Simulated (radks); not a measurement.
Question: Valence configurations of Xe+ (all share [Kr]). All-electron calculation, scalar-relativistic Kohn-Sham, r2SCAN, spin-polarised, spherical densities, finite nucleus; open shells are filled with parallel spins first (spin-orbit coupling, left out, can overturn this in heavy ions); meta-GGA in the generalised Kohn-Sham scheme; Fermi nuclear charge, rms radius 4.7859 fm. Program: a radial shooting solver on a logarithmic mesh with Libxc functionals. Order these by energy: 4d9.5 5s2 5p5.5; 4d10 5s1.5 5p5.5; 4d10 5s1 5p6; 4d9 5s2 5p6; 4d10 5s2 5p5.

Answer: From the lowest, in eV above it: 4d10 5s2 5p5 0.000; 4d10 5s1.5 5p5.5 6.184; 4d10 5s1 5p6 12.341; 4d9.5 5s2 5p5.5 27.426; 4d9 5s2 5p6 55.952. NIST lists [Kr] 4d10 5s2 5p5 as the ground configuration; this level of theory agrees among the configurations tried. The energies are those of spherical high-spin densities, not of single terms.
